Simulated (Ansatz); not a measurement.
The inner images of a band of Cl4Si + FH (7 atoms, charge 0, multiplicity 1) are given out of order.

Level of theory: RKS PBE0-D4/def2-SVP in Ansatz.

Initial state:

```xyz
7
Properties=species:S:1:pos:R:3
Si 0.317 0.000 -0.110
Cl 0.281 0.000 1.948
Cl 2.270 -0.001 -0.679
Cl -0.589 1.674 -0.804
Cl -0.591 -1.673 -0.804
F -2.745 -0.001 1.226
H -2.086 0.000 1.875
```

Final state:

```xyz
7
Properties=species:S:1:pos:R:3
Si -0.414 0.000 -0.667
Cl -0.242 -0.001 3.614
Cl 1.459 0.000 0.094
Cl -0.759 1.670 -1.756
Cl -0.760 -1.669 -1.756
F -1.453 0.000 0.570
H -0.974 0.000 2.554
```

Question: Put them in order from the first end to the last, with their energies above the first end.
A.
```xyz
7
Properties=species:S:1:pos:R:3
Si -0.073 0.000 0.003
Cl 0.186 0.000 2.157
Cl 1.933 -0.001 -0.404
Cl -0.743 1.714 -0.892
Cl -0.744 -1.713 -0.892
F -2.080 0.000 0.916
H -1.623 0.000 1.765
```
B.
```xyz
7
Properties=species:S:1:pos:R:3
Si -0.419 0.000 -0.516
Cl -0.048 -0.001 3.111
Cl 1.509 0.000 0.090
Cl -0.756 1.730 -1.509
Cl -0.757 -1.729 -1.510
F -1.572 0.000 0.623
H -1.101 0.000 2.364
```
C.
```xyz
7
Properties=species:S:1:pos:R:3
Si -0.392 0.000 -0.321
Cl 0.017 -0.001 2.703
Cl 1.644 -0.001 -0.106
Cl -0.751 1.785 -1.217
Cl -0.752 -1.784 -1.217
F -1.734 0.000 0.646
H -1.175 0.000 2.166
```
D.
```xyz
7
Properties=species:S:1:pos:R:3
Si -0.283 0.000 -0.067
Cl 0.087 0.000 2.335
Cl 1.774 -0.001 -0.300
Cl -0.768 1.759 -0.994
Cl -0.769 -1.759 -0.994
F -1.881 0.000 0.793
H -1.306 0.000 1.880
```
E.
```xyz
7
Properties=species:S:1:pos:R:3
Si 0.148 0.000 -0.043
Cl 0.235 0.000 2.036
Cl 2.117 -0.001 -0.557
Cl -0.692 1.687 -0.799
Cl -0.692 -1.686 -0.800
F -2.398 0.000 1.028
H -1.862 0.000 1.789
```

Answer: E (+2.8 kcal/mol), A (+13.5 kcal/mol), D (+26.8 kcal/mol), C (+10.7 kcal/mol), B (-5.1 kcal/mol).

Time of the run: 94 s on 4 threads of Arm Neoverse V2, with other jobs on the host, peak memory 0.29 GiB.
